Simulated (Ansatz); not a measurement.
`BBBr` + `N[SiH2][SiH2][SiH3]` → `B[SiH2][SiH2][SiH3]` + `NBBr`  (redistribution)

Isolated molecules relaxed with PBE0-D4/def2-TZVP in Ansatz; ΔE leaves out vibrations. CBS: MP2 limit from def2 TZ/QZ plus the TZ coupled-cluster correction, frozen cores. Functionals use def2-TZVPP. For Br outer-core shells are correlated without core-valence functions, which leaves a few kJ/mol of doubt a bond. Scalar relativity is left out up to krypton. One conformer a species, not always the lowest.

```tsv
level	ΔE (kcal/mol)
r2SCAN-D4	-23.6
ωB97X-V	-22.5
B2PLYP	-22.6
PBE0	-24.0
SCS-MP2/def2-TZVPP	-22.3
CCSD/def2-TZVPP	-22.7
MP2/def2-QZVPP	-22.7
CCSD/CBS(def2)	-21.9
```

(1) What does CCSD(T)/CBS give? (An estimate is asked.)

Largest T1 diagnostic among the species: 0.014.

## Answers

(1) Ansatz gave: -22.6 kcal/mol. The listed levels differ from it by -1.0, 0.1, 0.0, -1.4, 0.3, -0.1, -0.1, 0.7 kcal/mol.

In def2-TZVPP, CCSD(T) changes the Hartree–Fock value by −3.6 kcal/mol (the triples alone add −0.7 kcal/mol) and MP2 by −3.5 kcal/mol.
